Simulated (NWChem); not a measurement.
System: AlN2H4Br; SMILES [NH2][Al]([NH2])[Br]

Input file for NWChem:

```
start job
memory heap 200 mb stack 900 mb global 1100 mb
geometry units angstroms noautoz
  Al     0.000000     0.000000    -0.938160
  Br     0.000000     0.000000     1.325231
  N      0.000000     1.555839    -1.771001
  H      0.000000     1.694197    -2.774607
  H      0.000000     2.449974    -1.294522
  N      0.000000    -1.555839    -1.771001
  H      0.000000    -1.694197    -2.774607
  H      0.000000    -2.449974    -1.294522
end
basis spherical
  Al library 6-311g**
  Br library 6-311g**
  N library 6-311g**
  H library 6-311g**
end
dft
  xc pbe0
  iterations 150
  mulliken
end
task dft energy
```

NWChem printed, in part:

```
             Northwest Computational Chemistry Package (NWChem) 7.3.0
             --------------------------------------------------------

 C2V symmetry detected

                             Geometry "geometry" -> ""
                             -------------------------

 Output coordinates in angstroms (scale by  1.889725989 to convert to a.u.)

  No.       Tag          Charge          X              Y              Z
 ---- ---------------- ---------- -------------- -------------- --------------
    1 Al                  13.0000     0.00000000     0.00000000    -0.95717111
    2 Br                  35.0000     0.00000000     0.00000000     1.30621989
    3 N                    7.0000     0.00000000     1.55583900    -1.79001211
    4 H                    1.0000     0.00000000     1.69419700    -2.79361811
    5 H                    1.0000     0.00000000     2.44997400    -1.31353311
    6 N                    7.0000     0.00000000    -1.55583900    -1.79001211
    7 H                    1.0000     0.00000000    -1.69419700    -2.79361811
    8 H                    1.0000     0.00000000    -2.44997400    -1.31353311

 Effective nuclear repulsion energy (a.u.)     293.6386862895

      Symmetry information
      --------------------

 Group name             C2v
 Group number             16
 Group order               4
 No. of unique centers     5

                                 NWChem DFT Module
                                 -----------------

 Summary of "ao basis" -> "ao basis" (spherical)
 ------------------------------------------------------------------------------
       Tag                 Description            Shells   Functions and Types
 ---------------- ------------------------------  ------  ---------------------
 Al                         6-311g**                12       26   6s5p1d
 Br                         6-311g**                18       44   8s7p3d
 N                          6-311g**                 8       18   4s3p1d
 H                          6-311g**                 4        6   3s1p

      Symmetry analysis of basis
      --------------------------

        a1         57
        a2         11
        b1         23
        b2         39

            General Information
            -------------------
          SCF calculation type: DFT
          Wavefunction type:  closed shell.
          No. of atoms     :     8
          No. of electrons :    66
           Alpha electrons :    33
            Beta electrons :    33
          Charge           :     0
          Spin multiplicity:     1
          Use of symmetry is: on ; symmetry adaption is: on
          Maximum number of iterations: 150
          AO basis - number of functions:   130
                     number of shells:    62
          Convergence on energy requested:  1.00D-06
          Convergence on density requested:  1.00D-05
          Convergence on gradient requested:  5.00D-04

              XC Information
              --------------
                         PBE0 Method XC Functional
                     Hartree-Fock (Exact) Exchange  0.250
          PerdewBurkeErnzerhof Exchange Functional  0.750
            Perdew 1991 LDA Correlation Functional  1.000 local
           PerdewBurkeErnz. Correlation Functional  1.000 non-local

             Grid Information
             ----------------
          Grid used for XC integration:  medium
          Radial quadrature: Mura-Knowles
          Angular quadrature: Lebedev.
          Tag              B.-S. Rad. Rad. Pts. Rad. Cut. Ang. Pts.
          ---              ---------- --------- --------- ---------
          Al                  1.25       88          10.0       590
          Br                  1.15      112          12.0       590
          N                   0.65       49          11.0       434
          H                   0.35       45          12.0       434
          Grid pruning is: on
          Number of quadrature shells:   339
          Spatial weights used:  Erf1

      Superposition of Atomic Density Guess
      -------------------------------------

 Sum of atomic energies:       -2924.84283193

      Non-variational initial energy
      ------------------------------

 Total energy =   -2926.178369
 1-e energy   =   -4652.645469
 2-e energy   =    1432.828414
 HOMO         =      -0.354299
 LUMO         =      -0.023200

      Symmetry analysis of molecular orbitals - initial
      -------------------------------------------------

  Numbering of irreducible representations:

     1 a1          2 a2          3 b1          4 b2

  Orbital symmetries:

     1 a1          2 a1          3 a1          4 b2          5 b1
     6 a1          7 a1          8 b2          9 a1         10 a1
    11 b2         12 b1         13 a1         14 b2         15 a1
    16 b1         17 b2         18 a1         19 a1         20 a2
    21 b1         22 a1         23 b2         24 a1         25 a1
    26 a1         27 b2         28 b2         29 a1         30 b1
    31 b2         32 b1         33 a2         34 a1         35 b1
    36 b2         37 a1         38 a1         39 b1         40 b2
    41 a1         42 b2         43 a1

     ---------------------------------------------
      Total Density - Mulliken Population Analysis
     ---------------------------------------------

    Atom       Charge   Shell Charges
 -----------   ------   -------------------------------------------------------
    1 Al  13    11.66   0.79  1.18  0.99  1.01  0.62  0.16  2.11  3.82  0.44  0.27  0.08  0.20
    2 Br  35    35.46   0.75  1.21  1.20  0.77  1.03  1.00  1.25  0.74  0.47  5.50  4.82  1.10  0.86  3.10  1.65  7.76  2.14  0.10
    3 N    7     8.12   1.09  0.90  0.84  0.90  2.03  0.67  1.69  0.01
    4 H    1     0.66   0.22  0.32  0.08  0.04
    5 H    1     0.66   0.22  0.32  0.08  0.04
    6 N    7     8.12   1.09  0.90  0.84  0.90  2.03  0.67  1.69  0.01
    7 H    1     0.66   0.22  0.32  0.08  0.04
    8 H    1     0.66   0.22  0.32  0.08  0.04

 !! scf_movecs_sym_adapt:    2 vectors were symmetry contaminated

  Symmetry fudging

   convergence    iter        energy       DeltaE   RMS-Dens  Diis-err
 ---------------- ----- ----------------- --------- --------- ---------
 d= 0,ls=0.0,diis     1  -2928.0225808037 -3.22D+03  5.73D-03  3.33D+00
 d= 0,ls=0.0,diis     2  -2928.0179228647  4.66D-03  4.71D-03  8.40D-01
 d= 0,ls=0.0,diis     3  -2928.0505484226 -3.26D-02  1.98D-03  5.42D-01
 d= 0,ls=0.0,diis     4  -2928.1031686752 -5.26D-02  2.86D-04  3.68D-03
 d= 0,ls=0.0,diis     5  -2928.1033900429 -2.21D-04  6.04D-05  2.77D-04
  Resetting Diis
 d= 0,ls=0.0,diis     6  -2928.1034133650 -2.33D-05  9.97D-06  2.56D-06
 d= 0,ls=0.0,diis     7  -2928.1034135968 -2.32D-07  5.16D-06  2.57D-07

         Total DFT energy =    -2928.103413596757
      One electron energy =    -4658.078296628225
           Coulomb energy =     1561.273933660713
    Exchange-Corr. energy =     -124.937736918723
 Nuclear repulsion energy =      293.638686289478

 Numeric. integr. density =       65.999989250768

                  Occupations of the irreducible representations
                  ----------------------------------------------

                     irrep           alpha         beta
                     --------     --------     --------
                     a1               16.0         16.0
                     a2                2.0          2.0
                     b1                6.0          6.0
                     b2                9.0          9.0

                       DFT Final Molecular Orbital Analysis
                       ------------------------------------

 Vector   31  Occ=2.000000D+00  E=-3.032529D-01  Symmetry=b2
              MO Center= -1.7D-16, -2.1D-16,  1.2D+00, r^2= 1.8D+00
   Bfn.  Coefficient  Atom+Function         Bfn.  Coefficient  Atom+Function
  ----- ------------  ---------------      ----- ------------  ---------------
    51      0.567409  2 Br py                54      0.359054  2 Br py
    42     -0.290359  2 Br py                48      0.230541  2 Br py
    39      0.111231  2 Br py                45     -0.105943  2 Br py
    80     -0.080757  3 N  s                110      0.080757  6 N  s
    17      0.074364  1 Al py                23      0.054906  1 Al d -1

 Vector   32  Occ=2.000000D+00  E=-2.812721D-01  Symmetry=b1
              MO Center= -4.8D-13,  2.0D-14, -1.1D+00, r^2= 4.5D+00
   Bfn.  Coefficient  Atom+Function         Bfn.  Coefficient  Atom+Function
  ----- ------------  ---------------      ----- ------------  ---------------
    81     -0.279704  3 N  px               111     -0.279704  6 N  px
    50      0.267692  2 Br px                77     -0.230268  3 N  px
   107     -0.230268  6 N  px                53      0.217438  2 Br px
    73     -0.157476  3 N  px               103     -0.157476  6 N  px
    41     -0.142330  2 Br px                47      0.120942  2 Br px

 Vector   33  Occ=2.000000D+00  E=-2.617831D-01  Symmetry=a2
              MO Center=  1.8D-14, -3.0D-14, -1.8D+00, r^2= 3.3D+00
   Bfn.  Coefficient  Atom+Function         Bfn.  Coefficient  Atom+Function
  ----- ------------  ---------------      ----- ------------  ---------------
    81      0.361747  3 N  px               111     -0.361747  6 N  px
    77      0.273088  3 N  px               107     -0.273088  6 N  px
    73      0.191237  3 N  px               103     -0.191237  6 N  px
    22      0.073992  1 Al d -2

[...]
```

Level: PBE0/6-311G** (spherical d). The geometry was optimised at PBE0/def2-SVP.
